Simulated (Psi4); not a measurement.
C4H4ClF (SMILES C#CC[C@H](F)Cl), singlet, geometry from GFN2-xTB; PBE0/def2-SV(P) (Psi4).

The Psi4 input:
```
memory 2 GB

molecule {
0 1
C     2.52345033   -0.40497211   -0.26793711
C     1.51537492   -0.57208901    0.35267950
C     0.26891752   -0.76287318    1.06919650
C    -0.92931599   -0.29168720    0.25140681
F    -1.06287865   -1.03353537   -0.87890075
Cl   -0.74571511    1.42151362   -0.22499327
H     3.41621303   -0.26199343   -0.79915040
H     0.29280197   -0.20443926    2.00758981
H     0.13474303   -1.82682849    1.28813710
H    -1.87125396   -0.38092298    0.80634164
}

set {
  basis def2-sv(p)
}

energy('pbe0')
print_variables()
```

The log (banner, timings and long lists left out):

```
   => Loading Basis Set <=

    Name: DEF2-SV(P)
    Role: ORBITAL
    Keyword: BASIS

         ---------------------------------------------------------
                                   SCF
               by Justin Turney, Rob Parrish, Andy Simmonett
                          and Daniel G. A. Smith
                              RKS Reference
         ---------------------------------------------------------

  ==> Geometry <==

    Molecular point group: c1
    Full point group: C1

    Geometry (in Angstrom), charge = 0, multiplicity = 1:

       Center              X                  Y                   Z               Mass
    ------------   -----------------  -----------------  -----------------  -----------------
         C            2.558740797477    -0.433261278246    -0.226686026243    12.000000000000
         C            1.550665387477    -0.600378178246     0.393930583757    12.000000000000
         C            0.304207987477    -0.791162348246     1.110447583757    12.000000000000
         C           -0.894025522523    -0.319976368246     0.292657893757    12.000000000000
         F           -1.027588182523    -1.061824538246    -0.837649666243    18.998403162730
         CL          -0.710424642523     1.393224451754    -0.183742186243    34.968852682000
         H            3.451503497477    -0.290282598246    -0.757899316243     1.007825032230
         H            0.328092437477    -0.232728428246     2.048840893757     1.007825032230
         H            0.170033497477    -1.855117658246     1.329388183757     1.007825032230
         H           -1.835963492523    -0.409212148246     0.847592723757     1.007825032230

  Running in c1 symmetry.

  Rotational constants: A =      0.13223  B =      0.07338  C =      0.05966 [cm^-1]
  Rotational constants: A =   3964.13305  B =   2200.01769  C =   1788.41203 [MHz]
  Nuclear repulsion =  271.056877610675826

  Charge       = 0
  Multiplicity = 1
  Electrons    = 54
  Nalpha       = 27
  Nbeta        = 27

  ==> Algorithm <==

  SCF Algorithm Type is DF.
  DIIS enabled.
  MOM disabled.
  Fractional occupation disabled.
  Guess Type is SAD.
  Energy threshold   = 1.00e-06
  Density threshold  = 1.00e-06
  Integral threshold = 1.00e-12

  ==> Primary Basis <==

  Basis Set: DEF2-SV(P)
    Blend: DEF2-SV(P)
    Number of shells: 46
    Number of basis functions: 96
    Number of Cartesian functions: 102
    Spherical Harmonics?: true
    Max angular momentum: 2

  ==> DFT Potential <==

   => LibXC <=

    Version 7.1.2
    S. Lehtola, C. Steigemann, M. J. T. Oliveira, and M. A. L. Marques,  SoftwareX 7, 1–5 (2018) (10.1016/j.softx.2017.11.002)

   => Composite Functional: PBE0 <=

    PBE0 Hyb-GGA Exchange-Correlation Functional

    C. Adamo and V. Barone,  J. Chem. Phys. 110, 6158 (1999) (10.1063/1.478522)
    M. Ernzerhof and G. E. Scuseria,  J. Chem. Phys. 110, 5029 (1999) (10.1063/1.478401)

    Deriv               =              1
    GGA                 =           TRUE
    Meta                =          FALSE

    Exchange Hybrid     =           TRUE
    MP2 Hybrid          =          FALSE

   => Exchange Functionals <=

    0.7500   Perdew, Burke & Ernzerhof

   => Exact (HF) Exchange <=

    0.2500               HF

   => Correlation Functionals <=

    1.0000   Perdew, Burke & Ernzerhof

   => LibXC Density Thresholds  <==

    XC_HYB_GGA_XC_PBEH:  1.00E-15

   => Molecular Quadrature <=

    Radial Scheme          =       TREUTLER
    Pruning Scheme         =           NONE
    Nuclear Scheme         =       TREUTLER

    Blocking Scheme        =         OCTREE
    BS radius alpha        =              1
    Pruning alpha          =              1
    Radial Points          =             75
    Spherical Points       =            302
    Total Points           =         212445
    Total Blocks           =           1641
    Max Points             =            256
    Max Functions          =             94
    Weights Tolerance      =       1.00E-15

   => Loading Basis Set <=

    Name: (DEF2-SV(P) AUX)
    Role: JKFIT
    Keyword: DF_BASIS_SCF

  ==> Integral Setup <==

  SCF_SUBTYPE=INCORE selected. In-core MEM_DF algorithm will be used.
  Using in-core AOs.

  ==> MemDFJK: Density-Fitted J/K Matrices <==

    J tasked:                   Yes
    K tasked:                   Yes
    wK tasked:                   No
    Algorithm:                 Core
    Schwarz Cutoff:           1E-12
    Mask sparsity (%):       1.7144
    Fitting Condition:        1E-10

   => Auxiliary Basis Set <=

  Basis Set: (DEF2-SV(P) AUX)
    Blend: DEF2-UNIVERSAL-JKFIT
    Number of shells: 187
    Number of basis functions: 577
    Number of Cartesian functions: 684
    Spherical Harmonics?: true
    Max angular momentum: 4

  Minimum eigenvalue in the overlap matrix is 7.2128046353E-04.
  Reciprocal condition number of the overlap matrix is 1.2928572034E-04.
    Using symmetric orthogonalization.

  ==> Pre-Iterations <==

  SCF Guess: Superposition of Atomic Densities via on-the-fly atomic UHF (no occupation information).

   -------------------------
    Irrep   Nso     Nmo
   -------------------------
     A         96      96
   -------------------------
    Total      96      96
   -------------------------

  ==> Iterations <==

                           Total Energy        Delta E     RMS |[F,P]|

   @DF-RKS iter SAD:  -713.54054413652455   -7.13541e+02   0.00000e+00
   @DF-RKS iter   1:  -713.80500331779569   -2.64459e-01   6.34077e-03 DIIS/ADIIS
   @DF-RKS iter   2:  -713.85207622459029   -4.70729e-02   5.68998e-03 DIIS/ADIIS
   @DF-RKS iter   3:  -714.01097868451757   -1.58902e-01   9.67393e-04 DIIS/ADIIS
   @DF-RKS iter   4:  -714.01382554982035   -2.84687e-03   5.31328e-04 DIIS/ADIIS
   @DF-RKS iter   5:  -714.01509378665367   -1.26824e-03   1.22048e-04 DIIS/ADIIS
   @DF-RKS iter   6:  -714.01514965903777   -5.58724e-05   3.66548e-05 DIIS
   @DF-RKS iter   7:  -714.01515393444527   -4.27541e-06   4.91582e-06 DIIS
   @DF-RKS iter   8:  -714.01515402800919   -9.35639e-08   1.85558e-06 DIIS
   @DF-RKS iter   9:  -714.01515404324994   -1.52407e-08   4.47959e-07 DIIS
  Energy and wave function converged.

  ==> Post-Iterations <==

   Electrons on quadrature grid:
      Ntotal   =   54.0000025113 ; deviation = 2.511e-06

    Orbital Energies [Eh]
    ---------------------

    Doubly Occupied:

       1A   -101.676447     2A    -24.783378     3A    -10.379140
       4A    -10.277832     5A    -10.242524     6A    -10.229256
       7A     -9.529260     8A     -7.270523     9A     -7.260778
      10A     -7.260298    11A     -1.242958    12A     -0.892926
      13A     -0.820145    14A     -0.747807    15A     -0.665987
      16A     -0.570617    17A     -0.547138    18A     -0.529915
      19A     -0.519696    20A     -0.473874    21A     -0.462231
      22A     -0.399789    23A     -0.385661    24A     -0.330434
      25A     -0.319230    26A     -0.295648    27A     -0.292799

    Virtual:

      28A      0.030312    29A      0.045993    30A      0.051025
      31A      0.082272    32A      0.111313    33A      0.118698
      34A      0.126634    35A      0.152329    36A      0.210944
      37A      0.235906    38A      0.269415    39A      0.341329
      40A      0.449857    41A      0.464262    42A      0.474827
      43A      0.494934    44A      0.523684    45A      0.565170
      46A      0.594467    47A      0.611889    48A      0.649511
      49A      0.653151    50A      0.662688    51A      0.674955
      52A      0.684512    53A      0.697106    54A      0.714022
      55A      0.749931    56A      0.792910    57A      0.813956
      58A      0.821700    59A      0.837011    60A      0.898436
      61A      0.931628    62A      0.980013    63A      0.993157
      64A      1.050287    65A      1.151170    66A      1.185984
      67A      1.271944    68A      1.290440    69A      1.344950
      70A      1.356758    71A      1.432270    72A      1.513139
      73A      1.543100    74A      1.569680    75A      1.661791
      76A      1.746634    77A      1.816361    78A      1.874112
      79A      1.918315    80A      1.926327    81A      1.934353
      82A      2.002790    83A      2.112550    84A      2.131232
      85A      2.216977    86A      2.235728    87A      2.431140
      88A      2.654291    89A      2.715194    90A      2.795970
      91A      3.087933    92A      3.102562    93A      3.307736
      94A      3.336876    95A      3.447195    96A      3.778904

    Final Occupation by Irrep:
              A
    DOCC [    27 ]
    NA   [    27 ]
    NB   [    27 ]

  @DF-RKS Final Energy:  -714.01515404324994

   => Energetics <=

    Nuclear Repulsion Energy =            271.0568776106758264
    One-Electron Energy =               -1520.2983995802073878
    Two-Electron Energy =                 581.7130704529691911
    DFT Exchange-Correlation Energy =     -46.4867025266876368
    Empirical Dispersion Energy =           0.0000000000000000
    VV10 Nonlocal Energy =                  0.0000000000000000
    Total Energy =                       -714.0151540432499360

Computation Completed

Properties will be evaluated at   0.000000,   0.000000,   0.000000 [a0]

Properties computed using the SCF density matrix

 Multipole Moments:

 ------------------------------------------------------------------------------------
     Multipole            Electronic (a.u.)      Nuclear  (a.u.)        Total (a.u.)
 ------------------------------------------------------------------------------------

 L = 1.  Multiply by 2.5417464519 to convert [e a0] to [Debye]
 Dipole X            :         -3.6433931            3.6012232           -0.0421698
 Dipole Y            :          2.5864939           -2.8867740           -0.3002801
 Dipole Z            :         -3.4591112            4.2094756            0.7503644
 Magnitude           :                                                    0.8093165

 ------------------------------------------------------------------------------------

  Variable Map:
  ----------------------------------------------------------------------------
  "CURRENT ENERGY"              =>    -714.015154043250
  "CURRENT REFERENCE ENERGY"    =>    -714.015154043250
  "DD SOLVATION ENERGY"         =>       0.000000000000
  "DFT FUNCTIONAL TOTAL ENERGY" =>    -714.015154043250
  "DFT TOTAL ENERGY"            =>    -714.015154043250
  "DFT VV10 ENERGY"             =>       0.000000000000
  "DFT XC ENERGY"               =>     -46.486702526688
  "GRID ELECTRONS ALPHA"        =>      27.000001255639
  "GRID ELECTRONS BETA"         =>      27.000001255639
  "GRID ELECTRONS TOTAL"        =>      54.000002511278
  "NUCLEAR REPULSION ENERGY"    =>     271.056877610676
  "ONE-ELECTRON ENERGY"         =>   -1520.298399580207
  "PCM POLARIZATION ENERGY"     =>       0.000000000000
  "PE ENERGY"                   =>       0.000000000000
  "SCF ITERATION ENERGY"        =>    -714.015154043250
  "SCF ITERATIONS"              =>       9.000000000000
  "SCF TOTAL ENERGY"            =>    -714.015154043250
  "TWO-ELECTRON ENERGY"         =>     581.713070452969
  "XC GRID RADIAL POINTS"       =>      75.000000000000
  "XC GRID SPHERICAL POINTS"    =>     302.000000000000
  "XC GRID TOTAL POINTS"        =>  212445.000000000000

  Array Variable Map:
  ----------------------------------------------------------------------------
  "CURRENT DIPOLE"              =>      -0.042169830024 ... 0.750364367770 1 by 3
  "SCF DIPOLE"                  =>      -0.042169830024 ... 0.750364367770 1 by 3
  "SCF TOTAL ENERGIES"          =>    -713.540544136525 ... -714.015154043250 1 by 10
```
